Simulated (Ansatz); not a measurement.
Cu, charge +1, singlet.

Ansatz (an electronic-structure program) was given this input:
Ansatz 0.2 input:
```yaml
crystal:
  periodic: [false, false, false]
  atoms:
    - {symbol: Cu, position_ang: [0.00000000, 0.00000000, 0.00000000]}
basis:
  gaussian:
    orbitals: def2-SVPD
hamiltonian:
  xc: hf
total_charge: 1
```

### Question
Estimate the total energy that Ansatz with HF/def2-SVPD returns for this input.

### Answer
-1638.4593 Eh

### Question
What is the computed number of basis functions (HF/def2-SVPD)?

### Answer
34
